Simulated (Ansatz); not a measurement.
C$_{8}$H$_{14}$FHfNO, SMILES `C[O][Hf]1234([F])([N](C)C)[C@H]5[C@@H]1[C@@H]2[C@@H]3[C@H]54`, 26 atoms. The species carries charge 0 and has multiplicity 1. Correlated methods include outer-core shells of Hf, which these sets cover unevenly. Hf takes the def2 core potential. Hardware: A = 11 threads of an AMD EPYC 7R13 on a shared host; B = 11 threads of an AMD EPYC 7R13 on a shared host and a whole NVIDIA H100 80 GB. Correlated methods freeze the cores.

(1) How many basis functions does each run have, and how long does it take in Ansatz? RKS SPW92 (LDA)/def2-TZVPP energy [B]; RKS PBE0-D4/def2-SVP energy [A]; RKS BHLYP-D4/def2-TZVPP energy [B]; RKS ωB97M-V/def2-QZVPP energy [B]; RHF-MP2/def2-QZVPP energy [B]; RKS PBE0-D4/def2-TZVP relaxation (35 steps) [B]; RKS ωB97M-V/def2-TZVPP energy and forces [B]; RKS PBE0-D4/def2-QZVPP energy [B]; direct RPA on PBE orbitals/def2-TZVPP energy [B]; RKS PBE0-D4/def2-TZVPP energy [B]; RHF-CCSD(T)/def2-SVP energy [B]; RHF-CCSD(T)/def2-TZVPP energy [B]. (Best estimate.)

Results:

(1) Computed: Other jobs shared the machine, so times are rough.

```
                                level                        job  functions  wall time  peak host memory (GiB)
                 RKS PBE0-D4/def2-SVP                 energy [A]        256      3.6 s                     1.5
           RKS SPW92 (LDA)/def2-TZVPP                 energy [B]        593      3.7 s                     1.1
               RKS PBE0-D4/def2-TZVPP                 energy [B]        593      4.5 s                     1.2
               RKS PBE0-D4/def2-QZVPP                 energy [B]       1128      5.5 s                     1.8
              RKS BHLYP-D4/def2-TZVPP                 energy [B]        593        6 s                     1.2
               RKS ωB97M-V/def2-TZVPP      energy and forces [B]        593        7 s                     1.5
                 RHF-CCSD(T)/def2-SVP                 energy [B]        256        8 s                    0.84
direct RPA on PBE orbitals/def2-TZVPP                 energy [B]        593      8.5 s                     3.9
               RKS ωB97M-V/def2-QZVPP                 energy [B]       1128      8.5 s                     1.9
                   RHF-MP2/def2-QZVPP                 energy [B]       1128      9.5 s                       2
                RKS PBE0-D4/def2-TZVP  relaxation (35 steps) [B]        465       67 s                     1.3
               RHF-CCSD(T)/def2-TZVPP                 energy [B]        593       96 s                     3.6
```
